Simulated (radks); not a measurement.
Spherical quantum dot in the effective-mass picture: electrons in a hard-walled sphere of radius 7.51, with a point charge +2 (a donor) at the centre, all in effective atomic units (hartree* = m*/eps^2 hartree, bohr* = eps/m* bohr), one dielectric constant everywhere. Method: non-relativistic Kohn-Sham, LDA (Slater exchange, Perdew-Wang correlation), spin-polarised, spherical densities; computed with a radial shooting solver with Libxc functionals. Levels are named by radial order and angular momentum (1s, 1p, 1d, 2s, ...), and open shells are averaged over m. Results are scaled to m* = 0.552 and eps = 6, for which hartree* = 417.2 meV and bohr* = 0.5752 nm.

N = 21, configuration 1s2 1p6 1d10 2s2 1f(up 1, down 0). This is the lowest configuration that the search found. Occupied and some empty levels:

level,occupation,eigenvalue (meV),<r> (nm)
1s up,1,1223.6,0.5856
1s down,1,1223.6,0.5843
2s up,1,1305.3,3.127
2s down,1,1307.5,3.125
1p up,3,1319.1,3.175
1p down,3,1321.4,3.172
1d up,5,1348.8,3.237
1d down,5,1351.2,3.236
1f up,1,1390.8,3.293
1f down,0,1393.2,3.292
1g up,0,1444.3,3.343
1g down,0,1446.7,3.343
2p up,0,1514.7,2.155
2p down,0,1515.5,2.152
2d up,0,1593.2,2.463
2d down,0,1594.4,2.461

Energy (meV): total 12232.3, kinetic 3791.8, external -5687.6, Hartree 16298, exchange-correlation -2170.3.
